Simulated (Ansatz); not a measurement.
Consider the atomization: `O[SiH2]O[SiH2]`• → 5 H• + 2 O• + 2 Si•.

Program: Ansatz. Geometries: PBE0-D4/def2-TZVP. ΔE: electronic, gas phase. CCSD(T)/CBS adds triple-zeta CCSD(T) − MP2 to the extrapolated MP2 energy (def2 sets, frozen cores). This one scheme is used for every species, atoms too. DFT in def2-TZVPP. B3LYP here is the variant with VWN-RPA as its local correlation; programs differ in this. Open shells (•) are unrestricted, without spin–orbit coupling. Spin–orbit coupling would lower the free atoms: a little for O, Si. Each species was taken in one conformer, which may not be the lowest.

`O[SiH2]O[SiH2]`•:

```xyz
9

O    -0.362    1.953   -0.116
Si   -0.293    0.702    0.938
O     0.032   -0.718    0.197
Si    1.023   -1.521   -0.832
H    -1.118    2.015   -0.702
H    -1.591    0.513    1.628
H     0.803    1.040    1.870
H     0.677   -2.969   -0.760
H     0.829   -1.014   -2.223
```

```csv
level,ΔE (kcal/mol),difference from CCSD(T)/CBS
LDA (SPW92),837.7,90.6
PBE-D4,741.6,-5.5
BLYP-D4,739.4,-7.7
PBE0-D4,730.5,-16.6
BHLYP-D4,723.3,-23.8
B3LYP,734.4,-12.7
r2SCAN0,731.2,-15.9
BHLYP,717.7,-29.4
SCS-MP2/def2-TZVPP,736.6,-10.5
CCSD/def2-TZVPP,715.3,-31.8
CCSD(T)/CBS,747.1,0
```

Question: What do rigid-rotor, harmonic-oscillator terms from PBE0-D4/def2-TZVP frequencies (298.15 K, 1 bar) make of the CCSD(T)/CBS value? (Best estimate.)

Answer: Computed: ΔZPE = -32.6 kcal/mol, ΔH = +722.8 kcal/mol, ΔS = 877 J/(mol·K), ΔG = +660.3 kcal/mol. Open shells count their whole term as degenerate. Modes under 50 cm⁻¹ make the entropy rough.

Largest T1 diagnostic among the species: 0.014.

From BLYP to BHLYP (50 % exact exchange), in def2-TZVPP and without D4, ΔE moves by −12.1 kcal/mol: exact exchange takes away binding that semilocal exchange gives to molecules. The D4 term adds +7.1 kcal/mol with B3LYP and +3.7 kcal/mol with PBE0; it sums over pairs of atoms, weighted by their polarisabilities, and B3LYP, whose exchange is more repulsive, gets the larger term.

For atomizations the MP2-based limit and the directly extrapolated one differ by several kJ/mol either way, and by 10 to 25 for some Ge, Se and Sn compounds, so smaller differences from it don't rank the levels.
